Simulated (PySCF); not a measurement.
Species: FeBr2 (quintet state).
Bonds: Fe1–Br2, Fe1–Br3.

Method: PySCF, PBE0-D3(BJ)/def2-SVP geometry optimisation, gas phase; unrestricted, density fitting, grid level 1; the optimiser is geomeTRIC in internal coordinates, started from a GFN2-xTB structure with every atom displaced at random (about 0.03 Å).

Step 0: E = -174439.0928 eV
```
atom  x, y, z in Å  |  force x, y, z in eV/Å
Fe1    -0.4858   -0.3942   -0.0042   -0.735  -0.601  -0.661
Br2     0.2142    0.1144    1.9710    0.477   0.370   2.089
Br3     0.2552    0.1826   -1.9867    0.258   0.231  -1.429
```

Step 1: E = -174439.3404 eV
```
atom  x, y, z in Å  |  force x, y, z in eV/Å
Fe1    -0.4538   -0.3700   -0.0128    0.213   0.107  -0.134
Br2     0.1984    0.1013    2.0989   -0.081  -0.038   0.428
Br3     0.2389    0.1715   -2.1060   -0.132  -0.069  -0.294
```

**Question.** Estimate the geometry and energy of step 2. (The exact step hangs on the optimiser's Hessian estimate; all steps are aligned on step 1, rigid shifts and turns removed.)

**Answer.** E = -174439.4130 eV, largest force 0.440 eV/Å
```
atom  x, y, z in Å  |  force x, y, z in eV/Å
Fe1    -0.3902   -0.3221   -0.0153    0.368   0.241   0.012
Br2     0.1664    0.0765    2.1763   -0.187  -0.126  -0.027
Br3     0.2073    0.1484   -2.1809   -0.181  -0.115   0.016
```

The energy changes by -0.0726 eV. The first-order estimate −F·Δx gives -0.0835 eV and the mean of the old and new forces, exact on a quadratic surface, -0.0663 eV. The step makes an angle of 20° with the force vector and moves no atom by more than 0.087 Å.

What follows is the cost of the whole optimisation. The run took 2.5 min wall on one thread of an Arm Neoverse V1 (shared host), and the process peaked at 0.41 GiB of memory.
